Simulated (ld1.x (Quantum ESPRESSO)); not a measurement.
# What one change does to a pseudopotential (Mo (Z = 42), TM)

molybdenum, norm-conserving Troullier–Martins (Kleinman–Bylander form), made with ld1.x (Quantum ESPRESSO) 7.5 (LDA (PZ), non-relativistic). Core [Ar] 3d10 4s2, reference 4p6 4d5 5s1 5p0. Waves: 5s (bound): rc 2.35 bohr; 4p (bound): rc 1.75 bohr; 4f channel at 0.35 Ry: rc 2.00 bohr; 4d (bound): rc 1.70 bohr. Local part: the d channel. Core correction: a·sin(br)/r model core, default radius (core density twice the valence density).

Change: wave 4d (bound): rc 1.70 bohr becomes 4d (bound): rc 1.28 bohr.

Cutoffs: the cutoffs (Ry, on a coarse ladder) from which the occupation-weighted sum of valence levels, in a spherical-Bessel basis at the reference potential, stays within 10 and 1 mRy of its value at 400 Ry; they do not see the model core or the augmentation charge, which bear on the density cutoff. Errors are all-electron minus pseudo energies relative to the spin-unpolarised reference configuration.

**Question.** How do hardness, ghosts and transferability respond?

**Answer.** The potential gets harder (45 Ry and 55 Ry → 55 Ry and 80 Ry); both files keep a bound ghost (s); of the 9 tests that both files solve, the error grows in 4 and shrinks in 3 by more than 15 % and 0.3 meV (median size 18.1 → 16.7 meV); the range in which the d phases agree narrows (upper end at the end of the scan → 3.0). A smaller radius makes the pseudo-wave follow the all-electron one further in, where it bends more sharply, so more plane waves are needed.

```tsv
quantity	base	changed
cutoff, loose	45 Ry	55 Ry
cutoff, tight	55 Ry	80 Ry
loose cutoff by channel (10 mRy a level)	s 8 Ry, p 21 Ry, d 35 Ry	s 8 Ry, p 21 Ry, d 40 Ry
bound ghosts	s	s
error for 4p6 4d5 5s0 5p0, meV [ΔE 6.80 eV]	-6.8	-6.8
error for 4p6 4d4 5s0 5p0, meV [ΔE 22.72 eV]	+3.8	+4.5
error for 4p6 4d3 5s0 5p0, meV [ΔE 50.03 eV]	-0.9	+2.0
error for 4p6 4d4 5s1 5p1, meV [ΔE 4.09 eV]	+18	+26
error for 4p6 4d4 5s2 5p0, meV [ΔE 0.76 eV]	-20	-17
error for 4p6 4d4 5s1 5p0, meV [ΔE 8.57 eV]	+0.9	+6.1
error for 4p5 4d5 5s1 5p0, meV [ΔE 43.37 eV]	-54	-35
error for 4p6 4d5 5s1 5p0 (spin-polarised), meV [ΔE -3.88 eV]	+82	+67
error for 4p6 4d5 5s0 5p0 (spin-polarised), meV [ΔE 3.42 eV]	+60	+44
s: phases at 2.54 bohr within 0.05 rad from the reference energy up to (Ry; the scan ends near 5)	0.4	0.2
p: phases at 2.54 bohr within 0.05 rad from the reference energy up to (Ry; the scan ends near 5)	0.9	0.8
d: phases at 2.54 bohr within 0.05 rad from the reference energy up to (Ry; the scan ends near 5)	to the end of the scan	3.0
f: phases at 2.54 bohr within 0.05 rad from the reference energy up to (Ry; the scan ends near 5)	4.7	4.7
```

 A true bound ghost makes a file unfit for plane-wave use even where its test errors are small: the radial tests pick states by their node count and pass the ghost by.
